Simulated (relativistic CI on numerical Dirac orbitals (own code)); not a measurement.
# Ti²⁺: L2,3 absorption edge

Computed with this model: Dirac-Coulomb-Breit CI, separate exchange-only KLI orbitals for each configuration, a model potential for QED, valence Slater integrals scaled by 0.8, multiplet model of core-to-valence dipole absorption; configurations [Ar] 3d2 → [He] 2s2 2p5 3s2 3p6 3d3; 300 K; Lorentzian 0.4 eV and Gaussian 0.3 eV FWHM. Energies are those of the free ion, without screening or charge transfer. The branching ratio is the share of the lower-energy edge in the whole absorption, uncertain by about 0.02 where the edges overlap. S is read from ⟨S²⟩ = S(S + 1).

Field parameters in Wybourne normalisation: Oh B⁴₀ = 21Dq, B⁴₄ = √(5/14) B⁴₀. The field is a parameter set, without covalency.

Computed curve for Oh, 10Dq = 11400 cm⁻¹, scaled to 100 at the maximum (points under 2 are left out and the grid is thinned):

Energy (eV), Intensity and a bar:
```
    453.9        2.3 
    454.2        4.9 #
    454.6        8.3 ##
    454.9        8.7 ##
    455.2        6.5 #
    455.6        9.2 ##
    455.9       17.5 #####
    456.2       26.7 ########
    456.5       34.8 ##########
    456.9       37.6 ###########
    457.2       42.3 ############
    457.5       63.5 ###################
    457.9      100.0 ##############################
    458.2       84.4 #########################
    458.5       65.6 ###################
    458.9       43.1 #############
    459.2       30.6 #########
    459.5       23.3 #######
    459.9       25.6 #######
    460.2       32.6 #########
    460.5       33.5 ##########
    460.8       23.4 #######
    461.2       17.1 #####
    461.5       26.6 ########
    461.8       31.5 #########
    462.2       41.7 ############
    462.5       59.2 #################
    462.8       58.5 #################
    463.2       46.4 ##############
    463.5       61.3 ##################
    463.8       55.3 ################
    464.2       54.3 ################
    464.5       41.3 ############
    464.8       24.1 #######
    465.1       13.8 ####
    465.5        7.3 ##
    465.8        5.6 #
    466.1        3.9 #
    466.5        2.7 
    466.8        2.0
```

The ground state has S = 1.00, and the centroid lies at 460.33 eV.
